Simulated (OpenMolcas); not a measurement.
## Multiconfigurational calculation on Ir6+

Ir6+ among 3 point charges of -0.65 e arranged as a planar triangle (D3h), 1.95 Å from the ion.

Input:

```
&GATEWAY
Coord
1

Ir 0.0 0.0 0.0
Basis=ANO-RCC-VDZP
Group=NoSym
NoMove
AngMom=0.0 0.0 0.0
AMFI
XField
3 Angstrom 0
1.950000 0.000000 0.000000 -0.650000
-0.975000 1.688750 0.000000 -0.650000
-0.975000 -1.688750 0.000000 -0.650000
&SEWARD
&RASSCF
FileOrb=start.orb
Symmetry=1
Spin=4
nActEl=3 0 0
Inactive=34
Ras2=5
CIRoot=10 10 1
SDav=10
CIMx=300
Iter=120 100
PrWF=0.3
OrbListing=Nothing
MaxOrb=0
>>> COPY $Project.JobIph JOB001
&RASSCF
FileOrb=start.orb
Symmetry=1
Spin=2
nActEl=3 0 0
Inactive=34
Ras2=5
CIRoot=40 40 1
SDav=40
CIMx=300
Iter=120 100
PrWF=0.3
OrbListing=Nothing
MaxOrb=0
>>> COPY $Project.JobIph JOB002
&RASSI
NrOfJobIphs=2 10 40
1 2 3 4 5 6 7 8 9 10
1 2 3 4 5 6 7 8 9 10 11 12 13 14 15 16 17 18 19 20 21 22 23 24 25 26 27
28 29 30 31 32 33 34 35 36 37 38 39 40
IphNames
JOB001
JOB002
EJob
SpinOrbit
DIPRint=1.0
SOCoupling=1000.0
Subsets=2
Property=9
'ANGMOM' 1 'ANGMOM' 2 'ANGMOM' 3 'MLTPL  1' 1 'MLTPL  1' 2 'MLTPL  1' 3
'AMFI' 1 'AMFI' 2 'AMFI' 3
SOProperty=3
'ANGMOM' 1 'ANGMOM' 2 'ANGMOM' 3
```

Launched by
```bash
OMP_NUM_THREADS=1 MOLCAS_MEM=1689 MOLCAS_PROJECT=a pymolcas a.inp > a.log  # once for each step of the input, in one work folder
```

A driver script runs the steps one by one and writes start.orb anew before each from the orbitals found so far.

Output, cut to the results:

```
--- SEWARD ---
Basis set label: IR.ANO-RCC...7S6P4D2F.

      Electronic valence basis set:
      ------------------
      Associated Effective Charge  77.000000 au
      Associated Actual Charge     77.000000 au
      Nuclear Model: Point charge

      Shell  nPrim  nBasis  Cartesian Spherical Contaminant
         s      24       7        X
         p      21       6        X
         d      15       4                 X
         f      11       2                 X
                  Relativistic Douglas-Kroll-Hess integrals:
                    - DKH order of Hamiltonian: 2
                    - DKH order of Properties : 0
                  Atomic mean-field integrals
--- RASSCF ---
Wave function specifications:
      -----------------------------

      Number of closed shell electrons          68
      Number of electrons in active shells       3
      Max number of holes in RAS1 space          0
      Max nr of electrons in RAS3 space          0
      Number of inactive orbitals               34
      Number of active orbitals                  5
      Number of secondary orbitals              20
      Spin quantum number                      1.5
      State symmetry                             1
Orbital specifications:
      -----------------------

      Symmetry species                           1
                                                 a
      Frozen orbitals                            0
      Inactive orbitals                         34
      Active orbitals                            5
      RAS1 orbitals                              0
      RAS2 orbitals                              5
      RAS3 orbitals                              0
      Secondary orbitals                        20
      Deleted orbitals                           0
      Number of basis functions                 59
      Number of CSFs                            10
      Number of root(s) required                10
      Iter CI   SX   CI       RASSCF       Energy    max ROT     max BLB   max BLB  Level Ln srch  Step   QN
          iter iter root      energy       change     param      element    value   shift minimum  type update
 Nr of preliminary CI iterations:   1
      Total energies have been shifted. Add               -17000.00 au
        1   1    8    0  -805.02832781    0.00E+00   2.61E-01*  32  42 1  4.94E-01*  0.00   0.00    SX    NO
        2   1    7    0  -805.63933416   -6.11E-01*  2.38E-02   27  56 1 -1.24E-01*  0.00   0.00    SX    NO
        3   1    7    0  -805.65606692   -1.67E-02*  4.30E-03   18  47 1  2.61E-02*  0.00   0.00    SX    NO
        4   1    6    0  -805.65670519   -6.38E-04*  2.21E-03   27  56 1 -8.40E-03*  0.00   0.00    SX    NO
        5   1    6    0  -805.65677739   -7.22E-05*  6.20E-04   27  56 1  2.88E-03*  0.00   0.74    QN   YES
        6   1    3    0  -805.65678752   -1.01E-05* -2.76E-06   16  45 1  1.57E-05   0.00   1.00    QN   YES
        7   1    2    0  -805.65678752   -2.84E-10  -6.81E-07   33  35 1 -2.22E-06   0.00   1.04    QN   YES
      Convergence after  7 iterations
        8   1    2    0  -805.65678752    0.00E+00  -6.81E-07   32  39 1  3.33E-07   0.00   1.04    QN   YES
      Natural orbitals and occupation numbers for root  1
      sym 1:   0.500000   0.500000   1.000000   0.500000   0.500000
      Natural orbitals and occupation numbers for root  2
      sym 1:   0.500000   0.500000   1.000000   0.500000   0.500000
      Natural orbitals and occupation numbers for root  3
      sym 1:   1.000000  -0.000000   1.000000   0.000000   1.000000
::    RASSCF root number  1 Total energy: -17805.68154233
::    RASSCF root number  2 Total energy: -17805.68153632
::    RASSCF root number  3 Total energy: -17805.67898812
::    RASSCF root number  4 Total energy: -17805.67898811
::    RASSCF root number  5 Total energy: -17805.67488256
::    RASSCF root number  6 Total energy: -17805.67434339
::    RASSCF root number  7 Total energy: -17805.67434339
::    RASSCF root number  8 Total energy: -17805.62192995
::    RASSCF root number  9 Total energy: -17805.60066052
::    RASSCF root number 10 Total energy: -17805.60066052
--- RASSCF ---
Wave function specifications:
      -----------------------------

      Number of closed shell electrons          68
      Number of electrons in active shells       3
      Max number of holes in RAS1 space          0
      Max nr of electrons in RAS3 space          0
      Number of inactive orbitals               34
...
--- RASSI ---
SPIN-FREE ENERGIES:
  (Shifted by EMIN (a.u.) =     -17805.6815423267)

 SF State       Relative EMIN(au)   Rel lowest level(eV)    D:o, cm**(-1)      L_eff

     1             0.0000000000        0.0000000000              0.0000         3.0
     2             0.0000060058        0.0001634253              1.3181         3.0
     3             0.0025542083        0.0695035482            560.5839         3.0
     4             0.0025542133        0.0695036843            560.5850         3.0
     5             0.0066597621        0.1812213587           1461.6488         2.9
     6             0.0071989397        0.1958931292           1579.9846         3.0
     7             0.0071989413        0.1958931729           1579.9850         3.0
     8             0.0596123778        1.6221354362          13083.4046         1.3
    11             0.0727740747        1.9802834546          15972.0632         4.0
    12             0.0733068950        1.9947822351          16089.0038         3.9
    13             0.0733068950        1.9947822351          16089.0038         3.9
    14             0.0756644553        2.0589347172          16606.4284         4.0
    15             0.0756644553        2.0589347172          16606.4284         4.0
    16             0.0775540873        2.1103542247          17021.1547         4.0
    17             0.0775677332        2.1107255479          17024.1496         4.0
    18             0.0794007954        2.1606057126          17426.4603         4.1
    19             0.0794007954        2.1606057126          17426.4603         4.1
     9             0.0808818045        2.2009060219          17751.5042         1.1
    10             0.0808818072        2.2009060973          17751.5048         1.1
    20             0.0846866768        2.3044418734          18586.5772         4.9
    21             0.0859289718        2.3382464410          18859.2294         4.8
...
```

Spin-orbit levels above the lowest (labels of D3, the rotations of D3h):

```tsv
E (cm-1)	Degeneracy	Label	2S+1	g
0.0	2	E3/2	4 (82 %)	0.00 0.00 1.39
1647	2	E1/2	4 (85 %)	0.28 1.01 1.01
8114	2	E1/2	4	0.00 0.00 5.01
8682	2	E3/2	4	0.00 0.00 2.98
9073	2	E1/2	4	1.09 3.20 3.20
14580	2	E1/2	4 (88 %)	0.00 0.00 8.25
14647	2	E3/2	4 (83 %)	0.00 0.00 3.55
14990	2	E1/2	4 (85 %)	0.00 0.00 5.83
15001	2	E1/2	4 (82 %)	1.26 4.56 4.56
18556	2	E3/2	4 (54 %)	0.00 0.00 3.65
18615	2	E1/2	4 (52 %)	1.13 5.52 5.52
19100	2	E1/2	4 (56 %)	0.04 0.04 6.37
19157	2	E1/2	4 (62 %)	0.04 0.04 8.79
19365	2	E3/2	4 (68 %)	0.00 0.00 11.26
20006	2	E3/2	4 (58 %)	0.00 0.00 4.50
21057	2	E1/2	4 (59 %)	0.93 0.93 1.03
23181	2	E1/2	4 (67 %)	0.62 0.62 2.65
28961	2	E1/2	2 (79 %)	0.61 2.48 2.48
29030	2	E1/2	2 (60 %)	1.50 3.81 3.81
29190	2	E3/2	2 (77 %)	0.00 0.00 2.54
```

Spin-orbit coupling mixes the spin-free states strongly: the lowest level takes only 25 % from its leading state, 4A1. Without dynamic correlation the repulsion within the d shell is too large (B by tens of per cent), so at a given field states of lower spin stand too high. The ground term spreads over less than 5000 cm-1, several times less than with real ligands, so orbital moments are less quenched and χT lies further from the spin-only value than at real sites. Point charges carry no covalency, so the field is a model and not that of real ligands. No measured value stands beside these numbers.

The RASSCF and RASSI steps took 13 s on 1 thread of Arm Neoverse V1 (shared host); the integral step is not counted.
